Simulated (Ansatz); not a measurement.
```yaml
crystal:
  periodic: [false, false, false]
  atoms:
    - {symbol: C, position_ang: [-0.265725, 2.286705, 0.530067]}
    - {symbol: C, position_ang: [-0.012484, 1.247729, -0.019227]}
    - {symbol: C, position_ang: [0.268778, 0.007574, -0.663308]}
    - {symbol: Si, position_ang: [-0.125065, -1.614345, 0.154135]}
    - {symbol: S, position_ang: [1.814737, -0.898948, -0.093257]}
    - {symbol: H, position_ang: [-0.483929, 3.208583, 1.014331]}
    - {symbol: H, position_ang: [0.212687, 0.039381, -1.748825]}
    - {symbol: H, position_ang: [-0.584146, -2.739475, -0.689089]}
    - {symbol: H, position_ang: [-0.736253, -1.583504, 1.497874]}
basis:
  gaussian: {orbitals: STO-3G, final_grid: {core_spheres: 5, valence_spheres: 4, degree: 11}}
magnetization: {spin_polarized: true, initial_magnetization: 1}
hamiltonian: {xc: {name: B2GP-PLYP}}
accuracy: high
output: {forces: true}
```

```sh
$ ansatz run in.yaml --threads 2 --pin off --events-out ev --progress --plain --max-ram 4352MiB
```

(1) How does Ansatz answer? (An estimate is asked.)

## Answers

(1) The calculation gave: The program refused the input.
```
Error: a molecule whose nuclei and cores have a total charge of 52 cannot have a net charge of 0 together with 1 unpaired electrons
```
